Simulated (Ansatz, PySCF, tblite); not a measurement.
Scan of F2S, singlet: symmetric bend, bond length relaxed. Scanned: F-S-F angle. Other coordinates (S-F bond length) were minimised at B3LYP/def2-TZVP.

Cartesian coordinates as functions of the variables (Å; names that start with a are angles):
```
S  0  0  0
F  r*sin(a/2)  0  r*cos(a/2)
F  -r*sin(a/2)  0  r*cos(a/2)
```

Levels of theory: wB97X-V/cc-pVTZ (PySCF); RHF/3-21G = restricted Hartree-Fock/3-21G in PySCF; GFN2-xTB, 300 K electronic temperature (tblite); RKS-PBE/cc-pVTZ = Ansatz (a quantum-chemistry and plane-wave program) with restricted PBE/cc-pVTZ; RHF/cc-pVTZ (PySCF); MP2 on RHF/cc-pVTZ, 7 core orbitals frozen (PySCF).

Energies in kcal/mol, each method relative to its own lowest point.

```json
[
 {"a / °": "180", "wB97X-V": "0.0", "RHF/3-21G": "91.0", "GFN2-xTB": "30.0", "RKS-PBE/cc-pVTZ": "48.3", "RHF": "0.0", "MP2": "0.0"},
 {"a / °": "170", "wB97X-V": "2.7", "RHF/3-21G": "84.6", "GFN2-xTB": "30.1", "RKS-PBE/cc-pVTZ": "46.2", "RHF": "3.0", "MP2": "2.7"},
 {"a / °": "160", "wB97X-V": "11.0", "RHF/3-21G": "70.6", "GFN2-xTB": "29.9", "RKS-PBE/cc-pVTZ": "40.6", "RHF": "12.1", "MP2": "11.0"},
 {"a / °": "150", "wB97X-V": "25.3", "RHF/3-21G": "54.2", "GFN2-xTB": "26.7", "RKS-PBE/cc-pVTZ": "32.8", "RHF": "27.9", "MP2": "25.2"},
 {"a / °": "140", "wB97X-V": "45.7", "RHF/3-21G": "38.1", "GFN2-xTB": "19.5", "RKS-PBE/cc-pVTZ": "23.9", "RHF": "50.6", "MP2": "45.5"},
 {"a / °": "130", "wB97X-V": "71.8", "RHF/3-21G": "23.5", "GFN2-xTB": "12.5", "RKS-PBE/cc-pVTZ": "15.2", "RHF": "79.7", "MP2": "71.2"},
 {"a / °": "120", "wB97X-V": "102.1", "RHF/3-21G": "11.8", "GFN2-xTB": "6.6", "RKS-PBE/cc-pVTZ": "7.7", "RHF": "113.7", "MP2": "100.8"},
 {"a / °": "110", "wB97X-V": "133.6", "RHF/3-21G": "3.7", "GFN2-xTB": "2.3", "RKS-PBE/cc-pVTZ": "2.3", "RHF": "149.2", "MP2": "131.3"},
 {"a / °": "100", "wB97X-V": "163.2", "RHF/3-21G": "0.0", "GFN2-xTB": "0.0", "RKS-PBE/cc-pVTZ": "0.0", "RHF": "182.5", "MP2": "159.7"},
 {"a / °": "90", "wB97X-V": "187.8", "RHF/3-21G": "1.2", "GFN2-xTB": "0.9", "RKS-PBE/cc-pVTZ": "2.4", "RHF": "210.1", "MP2": "183.2"},
 {"a / °": "80", "wB97X-V": "205.8", "RHF/3-21G": "9.0", "GFN2-xTB": "6.9", "RKS-PBE/cc-pVTZ": "11.9", "RHF": "231.3", "MP2": "200.8"}
]
```
